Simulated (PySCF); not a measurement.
# Electron correlation in Sn⁺ (tin, charge +1)

[Kr] 4d10 5s2 5p1, 2P determinant. Calculation: PySCF 2.14, in aug-cc-pVDZ-PP with ECP28MDF; scalar relativity through the core potential. Frozen: 4s2 4p6 4d10; 3 electrons correlated.

MP2 pair energies summed by pair of shells (mhartree):

| pair | energy | share (%) |
| --- | --- | --- |
| 5s-5s | -15.92 | 59.2 |
| 5s-5p | -10.96 | 40.8 |

Total MP2 correlation energy: -26.88 mhartree.

Same-spin part -1.89 and opposite-spin part -25.00 mhartree; SCS-MP2 scales them by 1/3 and 6/5 to -30.62 mhartree.
